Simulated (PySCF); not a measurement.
**Static response to an electric field**

C₃H₉BrSi₂.
Numbering: `[CH2:1]=[CH:2][SiH2:3][CH2:4][SiH2:5][Br:6]` (hydrogens: H7, H8 on C1; H9 on C2; H10, H11 on Si3; H12, H13 on C4; H14, H15 on Si5)

Geometry (PBE0-D3(BJ)/def2-SVP, Å), atoms numbered from 1 in this order:
```xyz
15
C3H9BrSi2 angstrom
C     -1.898    1.057    1.540
C     -0.641    1.284    1.139
Si     0.349    0.038    0.163
C      1.963   -0.445    1.025
Si     3.382    0.763    0.948
Br     2.899    2.634    2.077
H     -2.468    1.802    2.107
H     -2.418    0.117    1.319
H     -0.178    2.245    1.395
H      0.693    0.574   -1.193
H     -0.495   -1.186   -0.014
H      2.331   -1.371    0.545
H      1.751   -0.693    2.078
H      4.613    0.204    1.576
H      3.675    1.162   -0.458
```

Level: B3LYP/def2-SVPD (PySCF), static field, nuclei fixed, core orbitals frozen in the response. The polarisability tensor in these axes (au):

```
x   132.50   2.20  -4.21
y     2.20 108.32  11.25
z    -4.21  11.25  97.64
```

Problem. Diagonalise the tensor; give its mean and Δα, where Δα² is half the sum of the squared differences of the eigenvalues.

Solution. Principal values 90.00, 115.43 and 133.03 au; mean 112.82 au = 16.72 Å³ = 18.60 × 10⁻⁴⁰ C²·m²/J; Δα = 37.48 au (33 % of the mean).

Problem. What is the dipole moment, and where does it point?

Solution. (-0.36, -1.55, -0.08) D, 1.59 D in size, pointing from the negative to the positive side. Measured along this direction, the outermost atoms are Br6 at the negative end and H11 at the positive end.

Problem. Refractivity n − 1 of an ideal gas of it at 298.15 K and 1 atm, from the electronic α?

Solution. N = p/kT = 2.4615 × 10¹⁹ cm⁻³, so n − 1 = 2π × N × 16.72 × 10⁻²⁴ cm³ = 2586 × 10⁻⁶ at long wavelengths.

Problem. Give the principal axes and the span of the nuclei along them.

Solution. Largest value along (0.99, 0.04, -0.11), where the nuclei span 7.03 Å; middle along (0.02, 0.85, 0.53), 4.42 Å; least along (0.11, -0.53, 0.84), 3.54 Å. The response follows the extents in order.

Problem. Find the Langevin capture rate constant for NO+ (29.998 u) meeting this molecule (179.943 u), k = 2.342 × 10⁻⁹ cm³/s × √(α in Å³ / reduced mass in u).

Solution. The reduced mass is 25.71 u, so k = 1.89 × 10⁻⁹ cm³/s. The formula leaves out the permanent dipole, which adds to the capture rate.

Problem. Molar refractivity from α?

Solution. Lorentz–Lorenz: R = (4π/3)N_A α = 2.5225 cm³/(mol·Å³) × 16.72 Å³ = 42.2 cm³/mol, in the limit of long wavelengths.

Problem. What depolarisation ratio follows for Rayleigh scattering of linearly polarised light, taking the static tensor?

Solution. ρ = 3Δα²/(45ᾱ² + 4Δα²) = 4213.3/(572752 + 5617.8) = 0.00728.

The structure is a single PBE0-D3(BJ)/def2-SVP conformer in the gas phase; no vibrational or solvent corrections. The calculation is non-relativistic, for bromine too.
